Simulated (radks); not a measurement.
Values are calculated unless marked as measured or tabulated.
Task: All-electron atom: Re in [Xe] 4f14 5d5 6s1 7p1 (not the ground configuration). Code: a radial shooting solver on a logarithmic mesh with Libxc functionals. Model: Dirac Kohn-Sham, LDA (Slater exchange, Perdew-Wang correlation), spin-unpolarised, spherical densities, finite nucleus; open shells are shared between the two j in proportion to 2j + 1; Fermi nuclear charge, rms radius 5.3698 fm. Some entries of the table are withheld. Estimate them.

orbital      occ.  eigenvalue (eV)  <r^2> (bohr^2)  <1/r> (bohr^-1)
1s1/2           2        -71477.75       0.0004487              (1)
2s1/2           2        -12390.51        0.006827            21.62
2p1/2           2        -11863.04        0.004863            21.59
2p3/2           4        -10425.00        0.006060            18.04
3s1/2           2        -2871.854         0.04456            7.934
3p1/2           2        -2635.145         0.04080            7.854
3p3/2           4        -2322.942         0.04736            6.932
3d3/2           4        -1922.760         0.03661            6.829
3d5/2           6        -1854.926         0.03841            6.613
4s1/2           2        -602.5656          0.2196            3.343
4p1/2           2        -503.7115             (2)              (3)
4p3/2           4        -430.6326             (4)              (5)
4d3/2           4        -267.7269          0.2825            2.699
4d5/2           6        -254.2217          0.2956            2.623
5s1/2           2         -90.3148             (6)            1.309
5p1/2           2         -60.2924           1.463            1.179
5p3/2           4         -49.2002           1.743            1.063
4f5/2           6         -48.9284          0.4128            2.181
4f7/2           8         -46.4125          0.4261            2.149
5d3/2           2              (7)           3.926           0.7237
6s1/2           1              (8)           9.263           0.4434
5d5/2           3              (9)           4.247           0.6954
7p1/2    0.333333          -1.0904           130.8           0.1121
7p3/2    0.666667          -1.0033           142.4           0.1085

Result: 
(1) 1s1/2 <1/r> (bohr^-1): 88.64
(2) 4p1/2 <r^2> (bohr^2): 0.2258
(3) 4p1/2 <1/r> (bohr^-1): 3.234
(4) 4p3/2 <r^2> (bohr^2): 0.2609
(5) 4p3/2 <1/r> (bohr^-1): 2.911
(6) 5s1/2 <r^2> (bohr^2): 1.207
(7) 5d3/2 eigenvalue (eV): -11.0006
(8) 6s1/2 eigenvalue (eV): -10.2586
(9) 5d5/2 eigenvalue (eV): -10.0673
